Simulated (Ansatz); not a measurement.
Relaxation of ClGeH8NOSi (13 atoms, charge 0, multiplicity 1), to a largest force component of 0.03 eV/Å in at most 50 steps.

Computed with RKS BLYP-D4/def2-SVP in Ansatz.

```xyz
13
Properties=species:S:1:pos:R:3
Ge -0.044 -0.644 0.005
Cl 0.351 1.284 2.811
H 0.982 0.463 -0.278
H -1.440 -0.241 0.545
O -0.215 -1.484 -1.591
H -1.024 -2.036 -1.623
N 0.731 -1.784 1.313
H 0.068 -2.461 1.709
Si 2.441 -2.220 1.374
H 2.797 -3.433 0.558
H 3.202 -1.041 0.851
H 2.834 -2.496 2.797
H 0.567 -0.040 2.724
```

Q: Where does it end, and by what steps?

A: The run converged. After 13 steps the energy has fallen by 0.148 eV; Cl2 moved furthest, 0.69 Å.

```json
{"step": "0", "energy less start (eV)": "0.0000", "largest force component (eV/Å)": "0.659", "accepted": "yes"}
{"step": "1", "energy less start (eV)": "-0.0493", "largest force component (eV/Å)": "1.051", "accepted": "yes"}
{"step": "2", "energy less start (eV)": "-0.1128", "largest force component (eV/Å)": "0.287", "accepted": "yes"}
{"step": "3", "energy less start (eV)": "-0.1352", "largest force component (eV/Å)": "0.184", "accepted": "yes"}
{"step": "4", "energy less start (eV)": "-0.1340", "largest force component (eV/Å)": "0.320", "accepted": "no"}
{"step": "5", "energy less start (eV)": "-0.1419", "largest force component (eV/Å)": "0.046", "accepted": "yes"}
{"step": "6", "energy less start (eV)": "-0.1436", "largest force component (eV/Å)": "0.063", "accepted": "yes"}
{"step": "7", "energy less start (eV)": "-0.1444", "largest force component (eV/Å)": "0.088", "accepted": "yes"}
{"step": "8", "energy less start (eV)": "-0.1453", "largest force component (eV/Å)": "0.090", "accepted": "yes"}
{"step": "9", "energy less start (eV)": "-0.1463", "largest force component (eV/Å)": "0.096", "accepted": "yes"}
{"step": "10", "energy less start (eV)": "-0.1469", "largest force component (eV/Å)": "0.112", "accepted": "yes"}
{"step": "11", "energy less start (eV)": "-0.1473", "largest force component (eV/Å)": "0.117", "accepted": "yes"}
{"step": "12", "energy less start (eV)": "-0.1476", "largest force component (eV/Å)": "0.088", "accepted": "yes"}
{"step": "13", "energy less start (eV)": "-0.1478", "largest force component (eV/Å)": "0.022", "accepted": "yes"}
```

```xyz
13
Properties=species:S:1:pos:R:3
Ge -0.132 -0.585 -0.047
Cl 0.787 0.954 3.229
H 0.731 0.663 -0.286
H -1.614 -0.361 0.358
O 0.022 -1.507 -1.595
H -0.539 -2.308 -1.609
N 0.638 -1.553 1.386
H -0.035 -2.173 1.855
Si 2.316 -2.152 1.345
H 2.456 -3.457 0.614
H 3.118 -1.101 0.646
H 2.791 -2.344 2.753
H 0.713 -0.207 2.545
```

Whether the end is a true minimum wasn't checked by a vibrational analysis.

Time of the run: 24 s on 4 threads of Arm Neoverse V2, on a shared host, peak memory 0.21 GiB.
